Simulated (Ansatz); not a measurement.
Start from `NB([SiH3])CF` and change one atom or group to get `BB(N)[SiH3]`.

Ansatz, PBE0-D4/def2-TZVP geometries, multiplicity 1. Each molecule was computed in one conformer, which needn't be the lowest.

```tsv
property	`NB([SiH3])CF`
HOMO–LUMO gap (PBE/def2-TZVPP) / eV	5.32
size of the dipole moment (ωB97M-V/def2-TZVPP) / D	1.21
LUMO energy (ωB97M-V/def2-TZVPP) / eV	1.52
HOMO energy (PBE/def2-TZVPP) / eV	-6.68
LUMO energy (PBE/def2-TZVPP) / eV	-1.35
HOMO energy (PBE0/def2-TZVPP) / eV	-8.01
```

(1) What does the change do to each property? (Estimate.)

## Answers

(1) Ansatz gave: 
```tsv
property	`BB(N)[SiH3]`	shift
HOMO–LUMO gap (PBE/def2-TZVPP) / eV	3.47	-1.85
size of the dipole moment (ωB97M-V/def2-TZVPP) / D	2.51	1.30
LUMO energy (ωB97M-V/def2-TZVPP) / eV	0.12	-1.40
HOMO energy (PBE/def2-TZVPP) / eV	-6.12	0.56
LUMO energy (PBE/def2-TZVPP) / eV	-2.66	-1.31
HOMO energy (PBE0/def2-TZVPP) / eV	-7.27	0.74
```

With PBE0 the HOMO rises by 0.74 eV and the LUMO falls by 1.29 eV, so the gap narrows by about 2.03 eV. PBE moves the HOMO by 0.56 eV and ωB97M-V by 0.80 eV. Dipoles are sizes alone; their direction can turn.
